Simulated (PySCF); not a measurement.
C3HBrCl2, SMILES ClC(Cl)=C=CBr.

Geometry optimised at TPSSh-D3(BJ)/def2-SVP. This is a generated structure with no PubChem entry under its InChIKey; it may be hypothetical.

These are TDA-ωB97X/def2-SVPD (PySCF 2.14.0) values and carry that method's errors.

Vertical excitations. Isolated molecule, no solvent. State labels are in the subgroup Cs.

### Question
Give excitation energies, oscillator strengths and character. (The exact figures need the calculation; the answer reports its results.)

### Answer

```tsv
state	symmetry	energy (eV)	λ (nm)	f	main pairs
S1	A"	4.80	258	0.000	HOMO→LUMO+1 86 %
S2	A"	5.04	246	0.000	HOMO−1→LUMO 84 %
S3	A'	6.03	206	0.022	HOMO→LUMO 42 %, HOMO−1→LUMO+1 26 %, HOMO−2→LUMO 24 %
S4	A'	6.17	201	0.001	HOMO−2→LUMO 63 %, HOMO−1→LUMO+1 16 %, HOMO→LUMO 11 %
S5	A'	6.45	192	0.007	HOMO→LUMO+2 82 %
S6	A"	6.67	186	0.000	HOMO−2→LUMO+1 95 %
S7	A'	6.75	184	1.402	HOMO−1→LUMO+1 48 %, HOMO→LUMO 38 %
S8	A"	6.85	181	0.000	HOMO−1→LUMO+3 35 %, HOMO−6→LUMO 24 %, HOMO−3→LUMO 16 %, HOMO−1→LUMO+2 7 %
S9	A"	7.35	169	0.000	HOMO−3→LUMO 54 %, HOMO−1→LUMO+2 15 %, HOMO−3→LUMO+2 8 %
S10	A'	7.38	168	0.014	HOMO−3→LUMO+1 84 %
T1	A'	3.83	324	0	HOMO→LUMO 65 %, HOMO−1→LUMO+1 16 %
T2	A'	4.09	303	0	HOMO−1→LUMO+1 64 %, HOMO→LUMO 17 %, HOMO−6→LUMO+1 11 %
T3	A"	4.45	279	0	HOMO→LUMO+1 89 %
T4	A"	4.56	272	0	HOMO−1→LUMO 87 %
```
Triplets are in the Tamm–Dancoff approximation.
